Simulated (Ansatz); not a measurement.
The multiplicity is imposed and other spin states were not computed.

Species: [Cu(H2O)(OH)] (charge 0, multiplicity 1), formula H3CuO2.

Question: How many basis functions does frozen-core CCSD(T)/def2-TZVPP // TPSS-D3(BJ)/def2-SVP run with Ansatz (a first-principles code) use, how many core orbitals are frozen, and how many electrons are correlated?

Answer: 168 basis functions and 7 frozen orbitals, which leaves 34 correlated electrons. Core time is of the order of minutes.
